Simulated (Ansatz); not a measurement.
Abstraction of Cl: AlClF2 + GeH2(CH3) → AlF2 + GeH2(CH3)Cl

Species: AlClF2 `[F][Al]([F])[Cl]`, singlet; GeH2(CH3), doublet; AlF2 `[F][Al][F]`, doublet; GeH2(CH3)Cl, singlet. A radical takes Cl: the energy is the difference in strength between the Al–Cl bond broken and the Ge–Cl bond made.

Shapes, held fixed at every level: PBE0-D4/def2-TZVP. Programs: Ansatz 0.2.0. The zero-point and thermal change to 298 K, harmonic and unscaled (PBE0-D4/def2-TZVP), is +2.3 kJ/mol.

**Question.** Estimate ΔH(298 K) of this reaction.

**Answer.** The highest level, CCSD(T)/def2-TZVPP, gives ΔH(298 K) = +66.5 kJ/mol; the levels span +53.9 to +84.7. The column of differences is taken from that level and isn't an error. No measured value is set beside it here. Open shells run unrestricted. Relativity is left out for Ge. Outer-core shells of Ge are correlated in most correlated rows, in sets that cover them unevenly.

```tsv
level	kind	ΔH(298 K) (kJ/mol)	less CCSD(T)/def2-TZVPP
MP2/def2-SVP	perturbation theory	+78.7	+12.2
PBE-D4/def2-TZVPP	GGA	+53.9	-12.6
BHLYP-D4/def2-TZVPP	global hybrid	+67.9	+1.4
PBE0-D4/def2-TZVPP	global hybrid	+58.8	-7.7
wB97X-V/def2-TZVPP	range-separated hybrid	+63.2	-3.3
CCSD/def2-SVP	coupled cluster or CI	+84.7	+18.2
CCSD/def2-TZVPP	coupled cluster or CI	+69.0	+2.5
CCSD(T)/def2-TZVPP	coupled cluster or CI	+66.5	0.0
```
